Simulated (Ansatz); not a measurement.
`C[S][Cd][SH]` + HCl → `[SH][Cd][Cl]` + CH₃SH at 298.15 K and 1 bar (ligand exchange at a Cd–S bond).

Calculated with Ansatz (gas phase, PBE0-D4/def2-TZVP geometries, no zero-point term in ΔE). CCSD(T)/CBS is the MP2 limit (def2-TZVPP, def2-QZVPP) plus CCSD(T) − MP2 in def2-TZVPP, frozen cores. This one scheme is used for every species. def2 core potentials past Kr. For Cd outer-core shells are correlated without core-valence functions, which leaves a few kJ/mol of doubt a bond. One conformer a species, not always the lowest.

```json
{"species": "`C[S][Cd][SH]`", "CCSD(T)/CBS energy (Eh)": "-1003.77655", "H − E (kJ/mol)": "147.3", "S (J/(mol·K))": "375.0"}
{"species": "HCl", "CCSD(T)/CBS energy (Eh)": "-460.38127", "H − E (kJ/mol)": "26.6", "S (J/(mol·K))": "186.8"}
{"species": "`[SH][Cd][Cl]`", "CCSD(T)/CBS energy (Eh)": "-1025.94547", "H − E (kJ/mol)": "41.6", "S (J/(mol·K))": "315.8"}
{"species": "CH₃SH", "CCSD(T)/CBS energy (Eh)": "-438.22835", "H − E (kJ/mol)": "133.0", "S (J/(mol·K))": "253.2"}
```

H − E and S are ideal-gas, rigid-rotor, harmonic terms from PBE0-D4/def2-TZVP, for one conformer and one mirror image of each species. 1 Eh = 2625.50 kJ/mol, R = 8.31446 J/(mol·K).

Question: By hand: ΔE, ΔH, ΔS and ΔG.

Answer: ΔE = (-1025.94547) + (-438.22835) − (-1003.77655) − (-460.38127) = -0.01600 Eh = -42.0 kJ/mol. Δ(H − E) = 41.6 + 133.0 − 147.3 − 26.6 = 0.7, so ΔH = -41.3 kJ/mol. ΔS = 315.8 + 253.2 − 375.0 − 186.8 = 7.2 J/(mol·K). ΔG = -41.3 − 298.15 × (7.2)/1000 = -43.4 kJ/mol.

Question: By hand: the equilibrium constant, and the temperature at which ΔG would vanish if ΔH and ΔS stayed fixed.

Answer: log₁₀ K = −ΔG/(RT ln 10) = 7.6. ΔH and −TΔS have one sign here, so there is no such temperature.

The number of gas molecules stays the same, so ΔS is small and ΔH decides. A doubt of 5 kJ/mol in ΔE shifts log₁₀ K by 0.9 here. Other conformers and mirror images would add mixing entropy, several J/(mol·K) or more a flexible species. These are equilibria of isolated gas molecules and say nothing of rates. Largest T1 diagnostic: 0.013 (customary marks: 0.02 for closed shells, 0.045 for open ones).

ΔS is within the doubt of such terms, so its sign, and with it that verdict, could turn.
